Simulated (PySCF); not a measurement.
Molecule: SMILES CCOc1ncsn1, C4H6N2OS.

Bonds (- single, = double, # triple, : aromatic): C1-C2, C2-O3, O3-C4, C4:N5, N5:C6, C6:S7, S7:N8, N8:C4. C1 carries H9, H10, H11; C2 carries H12, H13; C6 carries H14.

Frames of a GFN2-xTB Langevin trajectory at 200 K; GIAO PBE0/pcSseg-1 shieldings in PySCF 2.14, gas phase, non-relativistic; equivalent atoms averaged within each frame.

Chemical shifts δ = σref − σ; TMS for 13C (186.93 ppm) and 1H (31.72 ppm); 17O (336.08 ppm) vs H2O; 15N (267.73 ppm) against NH3; CS2 for 33S (503.73 ppm), all at this level. The references are static minima.

Task: How do the shifts (ppm) fluctuate along the trajectory?

Result: 
```csv
time (fs),C6,C4,C2,C1,O3,N5,N8,S7,H14,H12/H13
250,185.0,179.0,67.7,18.6,167.1,318.7,255.6,478,10.05,5.19
425,189.1,186.3,67.0,14.4,174.4,326.7,232.7,428,9.23,5.08
625,181.0,181.0,69.2,16.8,159.7,332.6,245.2,408,9.61,4.68
800,182.6,180.1,73.1,13.4,161.1,332.2,244.5,435,9.40,5.30
1000,174.3,182.3,69.1,18.5,155.0,314.7,238.6,384,8.60,4.86
mean of frames,182.4,181.7,69.2,16.3,163.5,325.0,243.3,427,9.38,5.02
standard deviation,5.4,2.8,2.4,2.4,7.5,8.0,8.5,35,0.53,0.25
```

5 frames give an uncertainty of the mean of about the standard deviation over 2.2 at best, since frames this close in time may not be independent; classical motion lacks zero-point vibration, and the reference would need the same averaging.
